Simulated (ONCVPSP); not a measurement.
**u(r) = r·R(r): atom against pseudo-atom (Sm (Z = 62))**

Columns: radius, all-electron u(r) and pseudo u(r) of the 5d shell (level -2.89 eV) of samarium in the configuration [Kr] 4d10 4f5 5s2 5p6 5d1 6s2; LDA (Perdew-Wang 92), scalar-relativistic, ONCV scheme, ONCVPSP 4.0.1.

```csv
r (bohr),all-electron,pseudo
0.158,0.1709,0.0018
0.315,-0.0890,0.0137
0.473,-0.2641,0.0435
0.630,-0.2106,0.0943
0.788,-0.0473,0.1655
0.945,0.1333,0.2504
1.102,0.2917,0.3411
1.260,0.4164,0.4289
1.418,0.5065,0.5050
1.575,0.5664,0.5638
1.732,0.6026,0.6036
1.890,0.6207,0.6251
2.047,0.6250,0.6308
2.205,0.6194,0.6246
2.362,0.6068,0.6104
2.520,0.5892,0.5911
2.678,0.5684,0.5691
2.835,0.5457,0.5459
2.992,0.5219,0.5219
3.150,0.4975,0.4975
3.308,0.4729,0.4729
3.465,0.4488,0.4488
3.622,0.4252,0.4252
3.780,0.4020,0.4020
3.938,0.3795,0.3795
4.095,0.3580,0.3580
```

(1) How many radial nodes do the two functions have?

(2) At about which radius was the pseudo-wave matched?

(3) Where does each function peak?

(4) Is the pseudo-wave norm-conserving?

Answers

(1) The all-electron 5d function has n − l − 1 = 2; the pseudo-wave has 0, since the states of the same l below it are removed with the core.

(2) 3.15 bohr. The columns agree to 0.0005 from 2.83 bohr on; several derivatives are matched, so the curves merge somewhat inside the radius.

(3) Outermost all-electron maximum near 2.05 bohr, pseudo maximum near 2.05 bohr (to the table’s step).

(4) Yes: the ONCV scheme keeps the norm inside the radius equal to the all-electron one, which fixes the energy derivative of the logarithmic derivative at the level.
